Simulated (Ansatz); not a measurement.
`C[SiH](F)[SiH](F)F` + H₂ → `C[SiH2][SiH](F)F` + H–F  (hydrogenolysis of the Si–F bond)

Isolated molecules relaxed with PBE0-D4/def2-TZVP in Ansatz; ΔE leaves out vibrations. CBS: MP2 limit from def2 TZ/QZ plus the TZ coupled-cluster correction, frozen cores. This one scheme is used for every species. Functionals use def2-TZVPP. One conformer a species, not always the lowest.

| level | ΔE (kJ/mol) |
| --- | --- |
| PBE0-D4 | 97.1 |
| MP2/def2-TZVPP | 105.9 |

Question: What does CCSD(T)/CBS give? (Estimate.)

Answer: The calculation gave: +103.7 kJ/mol. The listed levels differ from it by -6.6, 2.2 kJ/mol.

Largest T1 diagnostic among the species: 0.012.

CCSD(T)/CBS has its own doubt, a few kJ/mol and more with outer-core shells, so smaller differences from it don't rank the levels.
